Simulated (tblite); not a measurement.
Record of a relaxation.

C₃H₁₃B₂NSi.
Bonds: C1–B2, B2–C3, B2–B4, B4–N5, N5–C6, N5–Si7. Hydrogens: H8, H9, H10 on C1; H11, H12, H13 on C3; H14 on B4; H15, H16, H17 on C6; H18, H19, H20 on Si7.

Computed with GFN2-xTB (tblite), gas phase: L-BFGS steps from a force-field or distance-geometry start until the largest atomic force falls under 0.01 eV/Å. 4 of its 148 geometries are shown.

Step 0: E = -548.0258 eV, largest atomic force 1.898 eV/Å
```
atom  x, y, z in Å  |  force x, y, z in eV/Å
C1     -2.603    1.214    0.218   -0.568  -0.305   0.046
B2     -1.473    0.163   -0.118    0.207  -0.487   0.059
C3     -1.799   -1.391   -0.274   -1.089   0.475   0.005
B4      0.103    0.686   -0.273    0.833  -1.223   0.287
N5      1.226   -0.340   -0.472    0.056   1.715   0.812
C6      2.139    0.142   -1.521    0.362   0.110   0.080
Si7     2.113   -0.509    1.074   -0.806  -0.396  -0.540
H8     -2.648    1.982   -0.584   -0.055  -0.352   0.696
H9     -3.593    0.712    0.297    0.460   0.651  -0.006
H10    -2.390    1.717    1.188   -0.189  -0.177  -0.771
H11    -1.252   -1.976    0.478   -0.148   0.125  -0.504
H12    -1.515   -1.726   -1.291   -0.098  -0.015   0.739
H13    -2.900   -1.565   -0.132    0.969  -0.234  -0.193
H14     0.361    1.813   -0.051    0.432   0.099  -0.506
H15     2.950   -0.593   -1.682   -0.308   0.310   0.129
H16     2.602    1.123   -1.235   -0.259  -0.578  -0.448
H17     1.605    0.256   -2.482    0.127   0.014   0.482
H18     2.671    0.780    1.486    0.146   0.067   0.130
H19     3.204   -1.480    0.922   -0.098   0.085  -0.225
H20     1.195   -0.996    2.123    0.027   0.117  -0.274
```

Step 49: E = -549.3103 eV, largest atomic force 0.309 eV/Å
```
atom  x, y, z in Å  |  force x, y, z in eV/Å
C1     -2.525    1.160    0.500   -0.026   0.077  -0.056
B2     -1.429    0.168   -0.093   -0.132   0.020   0.161
C3     -1.813   -1.369   -0.179    0.007  -0.047   0.003
B4     -0.006    0.589   -0.826    0.130   0.054  -0.114
N5      1.289    0.166   -0.457    0.143   0.016   0.054
C6      2.430    0.429   -1.326    0.094  -0.003  -0.112
Si7     1.822   -0.564    1.037    0.087  -0.052   0.058
H8     -2.770    1.906   -0.261    0.014  -0.049   0.055
H9     -3.465    0.684    0.794    0.177   0.017  -0.018
H10    -2.168    1.734    1.357    0.049  -0.082  -0.059
H11    -1.199   -1.917    0.538   -0.022   0.001  -0.030
H12    -1.556   -1.775   -1.155   -0.062  -0.099  -0.013
H13    -2.854   -1.612    0.035    0.031   0.040  -0.043
H14    -0.066    1.166   -1.870    0.037  -0.105   0.104
H15     3.181   -0.356   -1.240   -0.002  -0.117   0.049
H16     2.937    1.364   -1.069   -0.164   0.071  -0.009
H17     2.122    0.459   -2.367   -0.099   0.164  -0.074
H18     2.723    0.381    1.720   -0.079   0.019   0.027
H19     2.679   -1.719    0.666   -0.286   0.074   0.092
H20     0.662   -0.883    1.867    0.103   0.001  -0.078
```

Step 98: E = -549.4265 eV, largest atomic force 0.050 eV/Å
```
atom  x, y, z in Å  |  force x, y, z in eV/Å
C1     -2.200    1.066    0.583   -0.017  -0.014  -0.017
B2     -1.391   -0.026   -0.236    0.009   0.010   0.003
C3     -1.982   -1.496   -0.278    0.000  -0.004   0.009
B4     -0.007    0.374   -1.050    0.013   0.006  -0.027
N5      1.283    0.230   -0.507   -0.005   0.005  -0.015
C6      2.460    0.603   -1.278    0.016  -0.005  -0.003
Si7     1.674   -0.407    1.071   -0.003   0.033  -0.008
H8     -2.613    1.794   -0.118    0.011   0.005   0.032
H9     -3.034    0.675    1.164    0.019   0.000   0.017
H10    -1.552    1.630    1.254   -0.035   0.010  -0.018
H11    -1.449   -2.085    0.469    0.002  -0.004   0.016
H12    -1.818   -2.003   -1.228   -0.016   0.000  -0.012
H13    -3.041   -1.563   -0.035   -0.011  -0.003  -0.012
H14    -0.048    0.806   -2.156   -0.004  -0.020   0.041
H15     3.174   -0.222   -1.323    0.007  -0.018  -0.007
H16     2.963    1.457   -0.818    0.019   0.015  -0.013
H17     2.177    0.871   -2.294    0.005   0.013  -0.002
H18     2.667    0.498    1.667    0.016  -0.012   0.008
H19     2.262   -1.742    0.896    0.022  -0.003   0.011
H20     0.470   -0.449    1.888   -0.048  -0.014  -0.004
```

Step 147: E = -549.4373 eV, largest atomic force 0.010 eV/Å
```
atom  x, y, z in Å  |  force x, y, z in eV/Å
C1     -2.166    1.041    0.639    0.002   0.000  -0.004
B2     -1.376   -0.022   -0.235   -0.001  -0.001   0.001
C3     -2.028   -1.466   -0.338    0.002   0.001   0.002
B4      0.011    0.364   -1.055   -0.008  -0.006   0.000
N5      1.302    0.227   -0.510    0.000   0.001   0.000
C6      2.484    0.544   -1.298    0.002   0.003   0.002
Si7     1.677   -0.335    1.100    0.003   0.001  -0.001
H8     -2.803    1.621   -0.030    0.000  -0.002   0.000
H9     -2.823    0.597    1.386    0.001   0.000   0.001
H10    -1.518    1.759    1.141    0.000   0.005   0.002
H11    -1.582   -2.087    0.441   -0.002   0.001   0.000
H12    -1.829   -1.972   -1.281   -0.002   0.000  -0.002
H13    -3.103   -1.478   -0.168    0.001   0.001   0.000
H14    -0.031    0.772   -2.167    0.001   0.001   0.000
H15     3.093   -0.350   -1.458   -0.001   0.001   0.001
H16     3.104    1.284   -0.787    0.000   0.001   0.001
H17     2.196    0.944   -2.268    0.001  -0.004   0.000
H18     2.503    0.692    1.751   -0.001  -0.001   0.000
H19     2.457   -1.577    0.990    0.001  -0.001  -0.002
H20     0.427   -0.548    1.818    0.000  -0.001   0.000
```

Q: Summarise the path.

A: The energy falls by 32.55 kcal/mol from step 0 to step 147; nine tenths of that is first reached at step 48. It falls at every step. The largest force goes from 1.898 to 0.010 eV/Å. Among the bonds B4–N5 changes most, from 1.534 to 1.408 Å; the atoms move by 0.843 Å rms after alignment.

Q: Follow the three bonds and two angles with the largest change from start to end.

A: 
| step | E above end (kcal/mol) | largest force (eV/Å) | B4–N5 (Å) | N5–Si7 (Å) | C3–H13 (Å) | B4–N5–Si7 (°) | B4–N5–C6 (°) |
| --- | --- | --- | --- | --- | --- | --- | --- |
| 0 | 32.55 | 1.898 | 1.534 | 1.791 | 1.124 | 108.3 | 109.2 |
| 6 | 22.17 | 0.474 | 1.457 | 1.731 | 1.096 | 109.8 | 116.1 |
| 13 | 15.94 | 0.582 | 1.438 | 1.726 | 1.085 | 122.4 | 114.4 |
| 19 | 11.52 | 0.398 | 1.421 | 1.730 | 1.094 | 126.7 | 115.4 |
| 26 | 8.59 | 0.285 | 1.411 | 1.750 | 1.089 | 127.3 | 115.9 |
| 32 | 6.59 | 0.301 | 1.413 | 1.746 | 1.086 | 127.2 | 117.3 |
| 38 | 5.37 | 0.243 | 1.411 | 1.745 | 1.089 | 129.1 | 116.9 |
| 45 | 3.89 | 0.234 | 1.412 | 1.745 | 1.089 | 128.7 | 119.3 |
| 51 | 2.50 | 0.241 | 1.412 | 1.747 | 1.089 | 128.2 | 120.9 |
| 58 | 1.57 | 0.167 | 1.409 | 1.747 | 1.090 | 127.7 | 121.4 |
| 64 | 0.96 | 0.162 | 1.412 | 1.749 | 1.089 | 125.5 | 120.8 |
| 70 | 0.69 | 0.079 | 1.409 | 1.745 | 1.088 | 125.8 | 120.3 |
| 77 | 0.49 | 0.058 | 1.408 | 1.746 | 1.089 | 125.6 | 120.8 |
| 83 | 0.41 | 0.041 | 1.407 | 1.746 | 1.089 | 125.4 | 121.0 |
| 89 | 0.34 | 0.038 | 1.408 | 1.747 | 1.089 | 125.5 | 120.8 |
| 96 | 0.28 | 0.061 | 1.408 | 1.747 | 1.089 | 126.1 | 120.7 |
| 102 | 0.22 | 0.034 | 1.407 | 1.746 | 1.089 | 126.2 | 120.9 |
| 109 | 0.19 | 0.031 | 1.407 | 1.746 | 1.089 | 125.9 | 120.8 |
| 115 | 0.16 | 0.028 | 1.408 | 1.747 | 1.089 | 125.8 | 120.9 |
| 121 | 0.13 | 0.054 | 1.408 | 1.747 | 1.090 | 125.3 | 121.0 |
| 128 | 0.08 | 0.050 | 1.408 | 1.746 | 1.089 | 125.3 | 121.2 |
| 134 | 0.02 | 0.023 | 1.408 | 1.746 | 1.089 | 125.7 | 121.0 |
| 141 | 0.00 | 0.018 | 1.408 | 1.746 | 1.089 | 125.7 | 121.0 |
| 147 | 0.00 | 0.010 | 1.408 | 1.746 | 1.089 | 125.8 | 120.9 |

What follows is the cost of the whole relaxation. Hardware: Arm Neoverse V1, one thread (shared host). Cost: 1.2 s.
